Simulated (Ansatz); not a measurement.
Geometry optimisation, RKS r2SCAN-D4/def2-SVP in Ansatz.

input.yaml

```yaml
crystal:
  periodic: [false, false, false]
  atoms:
    - { symbol: O, position_ang: [-0.69777, -0.42699, -0.44791] }
    - { symbol: S, position_ang: [-1.10407, 0.87906, 0.63037] }
    - { symbol: Zn, position_ang: [1.09986, 0.55077, 0.58358] }
    - { symbol: H, position_ang: [-1.52807, -0.7578, -0.80417] }
    - { symbol: H, position_ang: [2.23005, -0.24503, 0.03814] }
basis:
  gaussian: { orbitals: def2-SVP }
hamiltonian:
  xc: r2scan
  dispersion: d4
relax:
  f_tol: 0.02
  max_steps: 50
```

Command:

```bash
$ ansatz run input.yaml --threads 2 --pin off --max-ram 3072MiB --backend cpu --events-out ev --progress --plain --runs-dir out
```

Q: Where does it end, and by what steps?

A: The run converged. After 11 steps the energy has fallen by 0.389 eV; O1 moved furthest, 0.51 Å.

| step | energy less start (eV) | largest force component (eV/Å) | accepted |
| --- | --- | --- | --- |
| 0 | 0.0000 | 0.885 | yes |
| 1 | -0.1692 | 0.350 | yes |
| 2 | -0.2467 | 0.404 | yes |
| 3 | -0.2657 | 0.401 | yes |
| 4 | -0.3115 | 0.432 | yes |
| 5 | -0.3370 | 0.364 | yes |
| 6 | -0.3614 | 0.839 | yes |
| 7 | -0.3730 | 0.162 | yes |
| 8 | -0.3743 | 0.150 | yes |
| 9 | -0.3733 | 0.974 | no |
| 10 | -0.3845 | 0.076 | yes |
| 11 | -0.3888 | 0.020 | yes |

```xyz
5
Properties=species:S:1:pos:R:3
O -0.968 -0.166 -0.796
S -1.066 0.931 0.602
Zn 1.029 0.341 0.451
H -1.452 -0.961 -0.524
H 2.457 -0.145 0.267
```

Time of the run: 23 s on 2 threads of Arm Neoverse V2, with other jobs on the host, peak memory 0.15 GiB.
